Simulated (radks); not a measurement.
Numerical settings for neutral neon, [Ne]. All-electron calculation, Dirac Kohn-Sham, PBEsol, spin-unpolarised, spherical densities, finite nucleus; Fermi nuclear charge, rms radius 3.0055 fm. Program: a radial shooting solver on a logarithmic mesh with Libxc functionals. The defaults (mesh step 0.008 in ln r, mesh end at 40 bohr or more with all orbitals vanishing there, Anderson mixing 0.5 over 9 steps, residual threshold near 1e-9 with the energy settled to 1e-9 hartree or 1e-11 of itself, here a cap of 58 iterations) give E = -128.6718 hartree and 2p3/2 at -13.235 eV in 15 iterations. Run on one thread of a shared host, so times are rough (Arm Neoverse V1): 0.05 s of CPU time, 0.05 s wall, 15 iterations on 2208 mesh points. One setting is changed at a time: mesh step in ln r 0.003; mesh step in ln r 0.005; mesh step in ln r 0.12; mesh end (bohr) 400; mesh end (bohr) 20; residual threshold 1e-05; residual threshold 0.001; mixing 2.5; linear mixing, mixing 0.8; linear mixing, mixing 1; mixing history 20; iteration cap 3. Which runs fail to converge, and which converge to a wrong energy?

Answer. Not converged within the cap: mesh step in ln r 0.12; linear mixing, mixing 0.8; linear mixing, mixing 1; iteration cap 3. No run marked as converged misses the energy by more than 1 mhartree.
